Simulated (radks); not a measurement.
Results of a calculation; reference values are marked as such.
Q: Lu III, configuration [Xe] 4f14 5d0.5 6s0.5 (fractional occupations, a model configuration). Code: a radial shooting solver on a logarithmic mesh with Libxc functionals. Model: scalar-relativistic Kohn-Sham, PBEsol, spin-polarised, spherical densities, point nucleus; open shells are filled with parallel spins first (spin-orbit coupling, left out, can overturn this in heavy ions). Some entries of the table are withheld. Estimate them.

orbital,occ.,eigenvalue (Ry),r(max) (bohr)
1s up,1,-4647.935,0.01213
1s down,1,-4647.934,0.01213
2s up,1,-792.1839,0.06932
2s down,1,-792.1825,0.06932
2p up,3,-697.0926,0.05661
2p down,3,-697.0915,0.05661
3s down,1,-180.4129,0.1958
3s up,1,-180.4129,0.1958
3p up,3,-151.8834,0.1932
3p down,3,-151.8833,0.1932
3d up,5,-117.6339,0.1574
3d down,5,-117.6333,0.1574
4s up,1,-36.83155,0.4461
4s down,1,-36.83122,0.4461
4p up,3,-27.47087,0.4672
4p down,3,-27.47049,0.4672
4d up,5,-15.26751,0.4809
4d down,5,-15.26672,0.4809
5s up,1,-5.67470,1.043
5s down,1,-5.65837,1.042
5p up,3,-3.50868,1.195
5p down,3,-3.48195,1.193
4f up,7,-1.88453,0.4685
4f down,7,-1.87950,0.4684
6s up,0.5,-1.27542,2.745
6s down,0,-1.19674,2.740
5d up,0.5,(1),1.728
5d down,0,(2),1.700

A: 
(1) 5d up eigenvalue (Ry): -1.19436
(2) 5d down eigenvalue (Ry): -1.13518
